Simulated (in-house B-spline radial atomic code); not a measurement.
How numerical settings move a run on Cl4+, [Ne] 3s2 3p1. Computed with a B-spline radial code for spherical atoms: non-relativistic LC-wPBE, spin-polarised, spherical fractional occupations, point nucleus.

Command:
```bash
python run_scf.py task.json out
```
Settings of the sound reference run:
```
Z                17
electrons        13
configuration    [Ne] 3s2 3p1
hamiltonian      nr
method           lc_wpbe
spin_polarised   True
knot_spacing     0.22
spline_order     8
gauss_points     12
box_radius       12.77
max_iterations   70
damping          0.5
damped_steps     3
diis_vectors     10
tolerance        1e-08
start            Thomas-Fermi
```

Run time, properties included: 0.15 s on 1 thread of Intel(R) Xeon(R) 6975P-C, on a shared host.

It converges in 9 iterations to -455.131758 hartree, with 3p up at -58.9541 eV. The other runs change the listed settings, some to values that make no sense; their results aren't properties of the atom or ion. Radii are in bohr (the nuclear one in fm), a minus after a letter asks for a j subshell, and «unchanged» means within 1e-8 hartree. The run stops when the residual is below 10 × tolerance × max(1, Z/10), or a noise floor if that is larger, and the energy moves by less than 1e-8 × √|E| hartree; so very loose and very tight tolerances often act alike.

```tsv
changed settings	outcome
damping = 0.95	converged in 9 iterations, energy unchanged, 3p up level -5.5e-07 eV
damping = 0.2	converged in 8 iterations, energy unchanged, 3p up level -1.3e-06 eV
knot_spacing = 1, gauss_points = 4, max_iterations = 75, damping = 0	converged in 8 iterations, energy +5.11e-01 hartree from the reference, 3p up level -3.2e-02 eV
electrons = 14, configuration = [Ne] 3s2 3p1 3f1, max_iterations = 50	stopped with error: there is no 3f shell
damping = 0	converged in 8 iterations, energy unchanged
max_iterations = 12, damping = 0.2, damped_steps = 8	converged in 11 iterations, energy unchanged
tolerance = 1e-13	converged in 10 iterations, energy unchanged
gauss_points = 8	converged in 9 iterations, energy -1.11e-06 hartree from the reference, 3p up level -9.6e-06 eV
spline_order = 4, gauss_points = 5, box_radius = 0.77, max_iterations = 100	converged in 8 iterations, energy +9.09e+01 hartree from the reference, 3p up level +7.0e+02 eV (the program warns: 3p up has a positive eigenvalue: unbound, held by the box; 3s up has a positive eigenvalue: unbound, held by the box)
gauss_points = 6	converged in 9 iterations, energy -5.08e-06 hartree from the reference, 3p up level -1.7e-05 eV
spline_order = 6, gauss_points = 4, max_iterations = 50, start = bare nucleus	converged in 10 iterations, energy +4.33e-06 hartree from the reference, 3p up level +1.1e-06 eV
gauss_points = 3	converged in 9 iterations, energy -1.17e+05 hartree from the reference, 3p up level +1.2e+01 eV
```

Question: What happens with damping = 0.8?

Answer: Converged in 9 iterations, energy unchanged.

Question: What happens with gauss_points = 4?

Answer: Converged in 9 iterations, energy +5.86e-06 hartree from the reference, 3p up level +1.7e-05 eV.

Question: What happens with gauss_points = 16?

Answer: Converged in 9 iterations, energy +2.05e-06 hartree from the reference, 3p up level +2.9e-06 eV.

Question: What happens with max_iterations = 8, tolerance = 0.01?

Answer: Converged in 7 iterations, energy unchanged, 3p up level +1.8e-05 eV.
